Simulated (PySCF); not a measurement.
Antimony: a sound run and one with changed settings

Sound run: Sb [Kr] 4d10 5s2 5p3, Sb⁺ [Kr] 4d10 5s2 5p2. All numbers are calculated (PySCF 2.14, a scalar-relativistic core potential, in cc-pVDZ-PP with ECP28MDF (4s3p2d, 23 functions)). The sound run starts from symmetry-adapted Hartree-Fock orbitals and uses a fine grid where one is needed.

Changed run: 26 angular points. This setting is unsound on purpose.

```tsv
species	method	sound run (hartree)	changed run (hartree)	converged
Sb	UHF	-239.27266	-239.27266	yes
Sb	TPSS	-240.11067	-240.11067	yes
Sb	r2SCAN	-240.30409	-240.30409	yes
Sb⁺	UHF	-238.95660	-238.95660	yes
Sb⁺	TPSS	-239.78092	-239.78100	yes
Sb⁺	r2SCAN	-239.96681	-239.96722	yes
```

Ionisation energy of Sb:

```tsv
method	sound run (eV)	changed run (eV)
UHF	8.600	8.600
TPSS	8.973	8.971
r2SCAN	9.178	9.167
```

A coarse angular grid integrates products of high-l functions wrongly, so density functionals can shift, and the SCF can exploit the error; Hartree-Fock and MP2 need no grid.

For comparison, NIST gives 8.608 eV between the lowest levels.
